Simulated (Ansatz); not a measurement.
Sn(H)(OH)2(NH2) (H5NO2Sn), SMILES [NH2][SnH]([OH])[OH].

Geometry: B3LYP-D3(BJ)/def2-SVP. The structure was generated by enumeration; whether it is a known compound was not checked. The def2 effective core potentials stand for the cores of Sn; spin–orbit coupling is left out. The values are those of a single conformer.

Two levels are set side by side: PBE/def2-SVPD (Ansatz, a program for electronic structure) and PBE0/def2-SVPD (Ansatz). Energy differences of separate SCF runs at the same geometry; the states with an electron removed or added have multiplicity 2 and 2. Differences are taken from unrounded values.

| quantity | PBE0 | PBE | PBE minus PBE0 |
|---|---|---|---|
| vertical ionisation energy (eV) | 10.00 | 9.55 | -0.44 |
| vertical singlet–triplet gap (eV) | 5.23 | 4.70 | -0.53 |
